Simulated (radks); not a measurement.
The numbers below are computed, except where a source is named.
Task: All-electron atom: the tin ion Sn6+ in [Kr] 4d7 5p1 (not the ground configuration). Level of theory: non-relativistic Kohn-Sham, PBE, spin-polarised, spherical densities, point nucleus; open shells are filled with parallel spins first (spin-orbit coupling, left out, can overturn this in heavy ions); relativity is left out, which matters for an element this heavy (a radial shooting solver on a logarithmic mesh with Libxc functionals). Some entries of the table are withheld. Estimate them.

orbital  occ.  eigenvalue (hartree)  <r^2> (bohr^2)
1s up       1             -1031.515        0.001238
1s down     1             -1031.513        0.001238
2s up       1             -155.2903         0.02029
2s down     1             -155.2532         0.02029
2p up       3             -145.4975         0.01528
2p down     3             -145.4690         0.01528
3s up       1             -32.72799          0.1418
3s down     1             -32.70946          0.1416
3p up       3             -28.69585          0.1366
3p down     3             -28.67441          0.1364
3d up       5             -21.22891          0.1170
3d down     5             -21.19652          0.1169
4s up       1              -7.96813          0.7786
4s down     1              -7.84243          0.7781
4p up       3                   (1)          0.8599
4p down     3                   (2)          0.8600
4d up       5                   (3)             (4)
4d down     2                   (5)             (6)
5p up       1              -2.38043           4.496
5p down     0              -2.29004           4.510

Result: 
(1) 4p up eigenvalue (hartree): -6.59455
(2) 4p down eigenvalue (hartree): -6.46853
(3) 4d up eigenvalue (hartree): -4.26855
(4) 4d up <r^2> (bohr^2): 1.116
(5) 4d down eigenvalue (hartree): -4.14367
(6) 4d down <r^2> (bohr^2): 1.120
